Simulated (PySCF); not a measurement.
**Zn: excitation energy**

Zn [Ar] 3d10 4s2 (1S) → Zn [Ar] 3d9 4s2 5s1 (3D), as a difference of total energies. Calculation: PySCF 2.14, in aug-cc-pVTZ-PP with ECP10MDF; scalar relativity through the core potential. Correlated levels: valence: 3s2 3p6 frozen. The calculations carry no spin-orbit coupling.

| method | excitation energy (cm⁻¹) |
| --- | --- |
| UHF | 95766 |
| MP2 (valence) | 119390 |
| SCS-MP2 (valence) | 116470 |
| CCSD (valence) | 113320 |
| CCSD(T) (valence) | 114830 |

The upper state lies above the first ionisation limit, where it may autoionise and the basis confines it. A Rydberg-like electron needs more diffuse functions than a valence basis has.

The promoted electron is Rydberg-like, and one or two diffuse shells describe it only roughly, which tends to raise the upper state.
